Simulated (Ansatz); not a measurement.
Program: Ansatz. Geometries: PBE0-D4/def2-TZVP. ΔE: electronic, gas phase. CCSD(T)/CBS adds triple-zeta CCSD(T) − MP2 to the extrapolated MP2 energy (def2 sets, frozen cores). DFT in def2-TZVPP. B3LYP here is the variant with VWN-RPA as its local correlation; programs differ in this. One conformer a species, not always the lowest.

Consider the ligand exchange at the Si–N bond: `CN(C)[SiH](O)O` + `O[SiH](O)S` → `O[SiH](O)S[SiH](O)O` + `CNC`.

```
             level  ΔE (kJ/mol)  difference from CCSD(T)/CBS
            PBE-D4        -23.0                        -11.1
         r2SCAN-D4        -17.9                         -6.0
           PBE0-D4        -20.2                         -8.3
          B3LYP-D4        -13.1                         -1.2
           ωB97X-V        -12.2                         -0.3
           ωB97M-V        -12.2                         -0.3
            B2PLYP         -9.9                          2.0
               PBE        -21.1                         -9.2
            r2SCAN        -17.6                         -5.7
              PBE0        -18.4                         -6.5
             B3LYP         -9.7                          2.2
     HF/def2-TZVPP         -1.7                         10.2
    MP2/def2-TZVPP        -11.2                          0.7
SCS-MP2/def2-TZVPP         -7.1                          4.8
   CCSD/def2-TZVPP         -5.1                          6.8
CCSD(T)/def2-TZVPP         -8.2                          3.7
     HF/def2-QZVPP         -0.8                         11.1
    MP2/def2-QZVPP        -13.0                         -1.1
SCS-MP2/def2-QZVPP         -9.0                          2.9
      HF/CBS(def2)         -0.6                         11.3
     MP2/CBS(def2)        -14.9                         -3.0
    CCSD/CBS(def2)         -8.8                          3.1
       CCSD(T)/CBS        -11.9                            0
```

Largest T1 diagnostic among the species: 0.012.

In def2-TZVPP, CCSD(T) changes the Hartree–Fock value by −6.5 kJ/mol (the triples alone add −3.1 kJ/mol) and MP2 by −9.5 kJ/mol. The D4 term adds −3.4 kJ/mol with B3LYP and −1.8 kJ/mol with PBE0; it sums over pairs of atoms, weighted by their polarisabilities, and B3LYP, whose exchange is more repulsive, gets the larger term.
